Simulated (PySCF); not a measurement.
BrH3N2SW, SMILES [NH]=[W](=[NH])([SH])[Br], multiplicity 1.

Geometry: r2SCAN-D4/def2-SVP. The spin state was assumed, not searched. The def2 effective core potentials stand for the cores of W; spin–orbit coupling is left out. Other conformers were not sampled.

Calculation: PBE/def2-TZVP (PySCF).

The molecule is in vacuum.

```
Quantity                                                                                                        Result
---------------------------------------------------------------------------------------------  -----------------------
total energy                                                                                       -3150.33925 hartree
highest occupied level                                                                                        -6.49 eV
lowest empty level                                                                                            -2.95 eV
orbital gap                                                                                                    3.54 eV
dipole moment                                                                                                   2.39 D
quadrupole, principal values (traceless, Buckingham form, about the centre of nuclear charge)    -8.97, 1.54, 7.43 D·Å
mean static polarisability                                                                       98.9 bohr³ (14.65 Å³)
polarisability, principal values                                                               87.7, 93.9, 115.0 bohr³
```
